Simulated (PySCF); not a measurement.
SMILES F[SiH](F)C[CH2][Ge]([Cl])([Cl])[Cl], singlet (B3LYP/def2-SVP optimised geometry):

```
14

Si    -1.072     1.848     1.204
F     -0.387     2.688     2.405
F     -0.640     2.555    -0.189
C     -0.410     0.102     1.210
C     -0.879    -0.719     0.000
Ge    -0.190    -2.555     0.000
Cl    -0.853    -3.600     1.781
Cl    -0.876    -3.656    -1.731
Cl     1.977    -2.555     0.000
H     -2.542     1.956     1.334
H      0.692     0.163     1.239
H     -0.717    -0.380     2.155
H     -0.553    -0.269    -0.951
H     -1.977    -0.815    -0.042
```

Calculation: B3LYP/def2-TZVP run with PySCF 2.14.0.

Question: What are the frontier orbital energies and the dipole moment?

Answer: HOMO-2 -9.24 eV, HOMO-1 -9.02 eV, HOMO -8.64 eV, LUMO -1.99 eV, LUMO+1 -0.10 eV; dipole moment 1.65 D.

On the same geometry PBE/def2-TZVP run with PySCF 2.14.0 gives HOMO-2 -8.09 eV, HOMO-1 -7.87 eV, HOMO -7.58 eV, LUMO -2.65 eV, LUMO+1 -0.79 eV; dipole moment 1.57 D.

Meta-Löwdin charges at B3LYP/def2-TZVP: Si1 1.35, F2 -0.50, F3 -0.50, C4 -0.47, C5 -0.38, Ge6 0.93, Cl7 -0.29, Cl8 -0.28, Cl9 -0.28, H10 -0.13, H11 0.14, H12 0.13, H13 0.14, H14 0.13.
